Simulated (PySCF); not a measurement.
**InAs at PBE0**

Level: PBE0. PySCF, scalar-relativistic core potentials, basis sets In cc-pVTZ-PP with ECP28, As cc-pVTZ-PP with ECP10.

```json
{
  "state": "³Σ⁻ (triplet), unpaired electrons π ↑↑",
  "bond length": "2.746 Å",
  "harmonic wavenumber": "179 cm⁻¹",
  "force constant": "0.856 mdyn/Å",
  "rotational constant Be": "0.04931 cm⁻¹",
  "anharmonicity ωexe": "0.419 cm⁻¹",
  "vibration–rotation constant αe": "0.000171 cm⁻¹",
  "well depth De to In + As": "42.1 kcal/mol",
  "dissociation energy D0": "41.8 kcal/mol",
  "bond order (Mayer)": "1.08",
  "dipole moment (positive dipole means In(−)As(+))": "-1.88 D"
}
```

Spin–orbit coupling is left out, which matters for elements this heavy, above all for dissociation energies. The state is the lowest determinant that a PBE0 search found; another state may lie lower at other levels.
